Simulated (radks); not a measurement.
Spherical quantum dot in the effective-mass picture: electrons in a parabolic well V = omega^2 r^2 / 2 with omega = 0.392, with a point charge +1 (a donor) at the centre, all in effective atomic units (hartree* = m*/eps^2 hartree, bohr* = eps/m* bohr), one dielectric constant everywhere. Method: non-relativistic Kohn-Sham, LDA (Slater exchange, Perdew-Wang correlation), spin-polarised, spherical densities; computed with a radial shooting solver with Libxc functionals. Levels are named by radial order and angular momentum (1s, 1p, 1d, 2s, ...), and open shells are averaged over m.

N = 5, configuration 1s2 1p(up 3, down 0). This is the lowest configuration that the search found. Occupied and some empty levels:

level,occupation,eigenvalue (hartree*),<r> (bohr*)
1s up,1,1.6124,1.654
1s down,1,1.6739,1.586
1p up,3,2.0288,2.664
1p down,0,2.1126,2.693
2s up,0,2.2235,2.717
2s down,0,2.2789,2.792
1d up,0,2.3484,3.154
1d down,0,2.4245,3.212
1f up,0,2.6774,3.538
1f down,0,2.7418,3.603

Energy (hartree*): total 4.81740, kinetic 2.0171, external -0.75548, Hartree 5.0036, exchange-correlation -1.4478.

Electron density:

r (bohr*),n(r) (e/bohr*^3)
0.0981,0.3949
0.468,0.1985
0.838,0.1113
1.21,0.07120
1.58,0.05071
1.95,0.03788
2.32,0.02783
2.69,0.01921
3.06,0.01207
3.43,0.006794
3.80,0.003399
4.17,0.001506
4.54,0.0005908
4.91,0.0002053
